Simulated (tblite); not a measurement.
Start geometry of `C(F)(F)[C@@H](N[SiH3])C` from a force field or distance geometry (Å):
```
atom  x, y, z in Å
C1    -0.3473    1.1137   -0.6606
C2    -0.5082   -0.0750    0.2400
N3     0.5649   -1.0122   -0.1044
Si4    2.0909   -0.1295    0.1501
C5    -1.8824   -0.6983    0.1665
F6    -2.8264    0.2485    0.5221
F7    -2.0708   -1.0686   -1.1534
H8     0.3307    0.9685   -1.5006
H9    -1.3480    1.4870   -0.9858
H10    0.0596    1.9453   -0.0349
H11   -0.3653    0.2889    1.3022
H12    0.5708   -1.8704    0.4726
H13    3.0914   -0.9791    0.8181
H14    2.6581    0.3130   -1.1223
H15    1.8736    1.0501    1.0058
H16   -1.8990   -1.5728    0.8732
```

What comes out of this run: GFN2-xTB geometry optimisation, gas phase in tblite?

```
atom  x, y, z in Å
C1    -0.6480    1.1226   -0.9983
C2    -0.4585    0.1762    0.1882
N3     0.6874   -0.6843    0.0661
Si4    2.2687   -0.2382    0.5828
C5    -1.7043   -0.7020    0.3686
F6    -2.7926    0.0462    0.6707
F7    -2.0073   -1.3623   -0.7769
H8    -0.7934    0.5499   -1.9122
H9    -1.5166    1.7561   -0.8379
H10    0.2339    1.7473   -1.1093
H11   -0.3482    0.7572    1.1095
H12    0.6075   -1.2828   -0.7432
H13    3.0448   -1.4617    0.4165
H14    2.8876    0.8624   -0.1724
H15    2.1054    0.1764    1.9758
H16   -1.5740   -1.4540    1.1607
```

The energy falls by 88.3 kJ/mol over 144 L-BFGS steps, the largest force on an atom goes from 2.36 to 0.009 eV/Å, and the atoms move by 0.776 Å rms after alignment. The bond that changes most is N3–Si4 (silicon-bound nitrogen to SiH3 silicon), which shortens by 0.059 Å. Bonds longer at the end by more than 0.005 Å: 3 of 15; shorter: 11. Among the angles that change most is C2–N3–Si4, from 106.1° to 123.4°. Among the dihedrals that turn most is C1–C2–N3–H12, from 179° to -61°. Rotational constants go from 4529, 1116, 1051 to 4174, 1044, 1004 MHz. The orientation of the end geometry is arbitrary; only internal coordinates are fixed.

Its GFN2-xTB frequencies are all real (lowest 54 cm⁻¹). One conformer, not necessarily the lowest. 3 starts were optimised and ended at 0.00, 0.00 and 1.50 kcal/mol (GFN2-xTB); the lowest of these is shown.

These are computed values.
